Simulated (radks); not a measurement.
Values are calculated unless marked as measured or tabulated.
Valence configurations of the bismuth ion Bi+. Code: a radial shooting solver on a logarithmic mesh with Libxc functionals. Model: scalar-relativistic Kohn-Sham, PBE, spin-unpolarised, spherical densities, finite nucleus; Fermi nuclear charge, rms radius 5.5211 fm. Order these by energy: [Xe] 4f14 5d10 6s1 6p3; [Xe] 4f14 5d10 6s1.5 6p2.5; [Hg] 6p2; [Xe] 4f13.5 5d10 6s2 6p2.5; [Xe] 4f13 5d10 6s2 6p3; [Xe] 4f13.5 5d10 6s1.5 6p3; [Xe] 4f12 5d10 6s1.5 6p4.5; [Xe] 4f14 5d8 6s2 6p4; [Xe] 4f13 5d10 6s1.5 6p3.5; [Xe] 4f14 5d9 6s2 6p3.

Answer. From the lowest, in eV above it: [Hg] 6p2 0.000; [Xe] 4f14 5d10 6s1.5 6p2.5 5.363; [Xe] 4f14 5d10 6s1 6p3 10.799; [Xe] 4f14 5d9 6s2 6p3 25.414; [Xe] 4f14 5d8 6s2 6p4 54.149; [Xe] 4f13.5 5d10 6s2 6p2.5 77.013; [Xe] 4f13.5 5d10 6s1.5 6p3 82.634; [Xe] 4f13 5d10 6s2 6p3 158.76; [Xe] 4f13 5d10 6s1.5 6p3.5 164.64; [Xe] 4f12 5d10 6s1.5 6p4.5 343.17. NIST lists [Hg] 6p2 as the ground configuration; this level of theory agrees among the configurations tried. The energies are those of spherical spin-averaged densities, not of single terms.
